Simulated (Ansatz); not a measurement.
Isolated molecules relaxed with PBE0-D4/def2-TZVP in Ansatz; ΔE leaves out vibrations. CCSD(T)/CBS adds triple-zeta CCSD(T) − MP2 to the extrapolated MP2 energy (def2 sets, frozen cores). This one scheme is used for every species. DFT in def2-TZVPP. For Ge outer-core shells are correlated without core-valence functions, which leaves a few kJ/mol of doubt a bond. Scalar relativity is left out up to krypton. One conformer a species, not always the lowest.

`FC[CH](F)[GeH3]` + `CO[SiH2]N` → `CO[SiH2][NH][GeH3]` + `FCCF`  (ligand exchange at a Ge–C bond)

```tsv
species	ωB97X-V energy (Eh)
`FC[CH](F)[GeH3]`	-2356.32739
`CO[SiH2]N`	-461.83182
`CO[SiH2][NH][GeH3]`	-2539.85017
`FCCF`	-278.32273
```

Problem. Work out ΔE.

Solution. ΔE = (-2539.85017) + (-278.32273) − (-2356.32739) − (-461.83182) = -0.01369 Eh = -35.9 kJ/mol. CCSD(T)/CBS gives -35.3 kJ/mol.

Largest T1 diagnostic among the species: 0.012.

In def2-TZVPP, CCSD(T) changes the Hartree–Fock value by +15.5 kJ/mol (the triples alone add +1.7 kJ/mol) and MP2 by +14.3 kJ/mol. From PBE to PBE0 (25 % exact exchange), in def2-TZVPP and without D4, ΔE moves by −6.2 kJ/mol.
